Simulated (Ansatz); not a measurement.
Relaxation of As₃S₃ with UKS PBE0-D4/def2-SVP.

```sh
$ ansatz run in.yaml --threads 4 --pin off --events-out ev --progress --plain --max-ram 4787MiB
```

```yaml
crystal:
  periodic: [false, false, false]
  atoms:
    - {symbol: As, position_ang: [0.207430, -0.339010, 1.703870]}
    - {symbol: As, position_ang: [1.159190, -1.274900, -0.304870]}
    - {symbol: As, position_ang: [-2.005700, 0.372220, -1.123150]}
    - {symbol: S, position_ang: [2.090730, 0.425260, 0.792150]}
    - {symbol: S, position_ang: [-0.051910, -0.253580, -1.955640]}
    - {symbol: S, position_ang: [-1.399740, 1.070010, 0.887630]}
basis:
  gaussian: {orbitals: def2-SVP}
magnetization: {spin_polarized: true, initial_magnetization: 1}
hamiltonian: {xc: pbe0, dispersion: d4}
scf: {lower_state_search: "off"}
output: {orbitals: {seedname: orbitals}}
relax: {f_tol: 0.02, max_steps: 100}
```

It took 45 s on 4 threads of Arm Neoverse V1 on a shared host, peak host memory 0.68 GiB.

Positions (Å) and forces (eV/Å) at steps 1, 2, 3, 4, 5, 7 of 7:

```xyz
6
step=1 energy=-214967.4749 eV
As    0.207   -0.339    1.704   -0.591    0.047    0.294
As    1.159   -1.275   -0.305   -0.202   -0.336   -0.536
As   -2.006    0.372   -1.123   -0.052   -0.088    0.005
S     2.091    0.425    0.792    0.543    0.453    0.048
S    -0.052   -0.254   -1.956    0.215   -0.106   -0.051
S    -1.400    1.070    0.888    0.086    0.031    0.239
6
step=2 energy=-214967.4939 eV
As    0.180   -0.332    1.707   -0.104   -0.005    0.039
As    1.144   -1.280   -0.328   -0.045   -0.062   -0.081
As   -1.970    0.352   -1.097   -0.237   -0.026   -0.103
S     2.090    0.433    0.788    0.139    0.093    0.023
S    -0.031   -0.266   -1.993    0.075    0.047    0.164
S    -1.413    1.092    0.923    0.173   -0.047   -0.041
6
step=3 energy=-214967.5022 eV
As    0.183   -0.334    1.708   -0.049    0.029   -0.019
As    1.146   -1.281   -0.326   -0.037    0.017   -0.043
As   -1.993    0.353   -1.109   -0.036   -0.047    0.003
S     2.102    0.434    0.794    0.029   -0.005    0.016
S    -0.036   -0.257   -1.975    0.032    0.018    0.052
S    -1.402    1.085    0.908    0.062   -0.011   -0.009
6
step=4 energy=-214967.5076 eV
As    0.173   -0.328    1.701   -0.014   -0.001    0.001
As    1.138   -1.275   -0.334   -0.012   -0.003   -0.007
As   -2.006    0.305   -1.092    0.009   -0.035    0.020
S     2.113    0.415    0.808    0.002   -0.003    0.002
S    -0.030   -0.226   -1.975   -0.003    0.032    0.012
S    -1.388    1.109    0.892    0.018    0.010   -0.028
6
step=5 energy=-214967.5093 eV
As    0.150   -0.317    1.689    0.008    0.029    0.005
As    1.117   -1.265   -0.352    0.023    0.014   -0.013
As   -2.025    0.194   -1.050    0.193    0.049    0.075
S     2.129    0.375    0.835   -0.052   -0.032   -0.012
S    -0.016   -0.152   -1.977   -0.105   -0.007    0.020
S    -1.355    1.166    0.854   -0.067   -0.053   -0.075
6
step=7 energy=-214967.5116 eV
As    0.155   -0.319    1.692   -0.003    0.001    0.003
As    1.122   -1.269   -0.348    0.000   -0.003   -0.003
As   -2.012    0.221   -1.056    0.003    0.001    0.000
S     2.120    0.385    0.826    0.006    0.002    0.001
S    -0.020   -0.171   -1.977   -0.003    0.000    0.000
S    -1.365    1.153    0.864   -0.003   -0.001   -0.002
```

Another isomer (doublet) lies 0.30 eV lower at PBE0-D4/def2-TZVP; other spin states weren't run for this one.
